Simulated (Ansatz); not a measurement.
GeH3F (fluorogermane): a line through the functionals

GeH3F: 5 atoms, total charge 0, spin state singlet. As SMILES, `[F][GeH3]`. The shape is that of a PBE0-D4/def2-TZVP optimisation.

The vertical ionisation energy (to the doublet cation) y, in eV, basis aug-cc-pVDZ; a is the functional's share of exact exchange. Programs: Ansatz 0.2.0.

| functional | program | a | y (eV) |
| --- | --- | --- | --- |
| PBE | Ansatz | 0 | 11.84 |
| r2SCAN | Ansatz | 0 | 12.05 |
| B3LYP | Ansatz | 0.2 | 12.26 |
| PBE0 | Ansatz | 0.25 | 12.25 |
| r2SCAN0 | Ansatz | 0.25 | ? |
| BHLYP | Ansatz | 0.5 | 12.55 |

**Question.** Fit y = c + s·a to the known rows and predict r2SCAN0.

**Answer.** 
1. Means of the 5 rows: a = 0.1900, y = 12.190.
2. Σ(Δa)² = 0.172, Σ(Δa·Δy) = 0.209, so the slope is 0.209/0.172 = 1.2151.
3. Intercept: 12.190 − (1.2151) × 0.1900 = 11.959. The largest residual of the fit is 0.12.
4. r2SCAN0: 11.959 + (1.2151) × 0.25 = 12.26 eV.

The run gave 12.36 eV, so the prediction is off by -0.10 eV, within the scatter of the fit. The rows mix families of semi-local functionals, which the line can't see.
